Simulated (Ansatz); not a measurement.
Basis-set extrapolation for `C[SiH]1PS1` (PBE0-D4/def2-TZVP geometry, frozen core, Ansatz). Multiplicity 1, RHF reference.

```csv
,def2-TZVPP,def2-QZVPP
HF,-1068.065872,-1068.097420
MP2 correlation,-0.620212,-0.669002
CCSD(T) correlation,-0.704576,not run
```

Energies in hartree. Use E(X) = E(∞) + A·exp(−7.88·√X) for Hartree–Fock and E(X) = E(∞) + B·X^(−2.97) for correlation, with X = 3 and 4, and add CCSD(T) minus MP2 of the smaller set to the MP2 limit.

Question: What is the CCSD(T) energy at the basis-set limit?

Answer: HF limit: -1068.097420 + (-0.031548) × 0.13774 = -1068.10177. MP2 limit: -0.669002 + (-0.048790) × 0.74074 = -0.70514. Higher-order term: -0.704576 − (-0.620212) = -0.08436. Total: -1068.89127 hartree, 317.2 kJ/mol below CCSD(T)/def2-TZVPP.
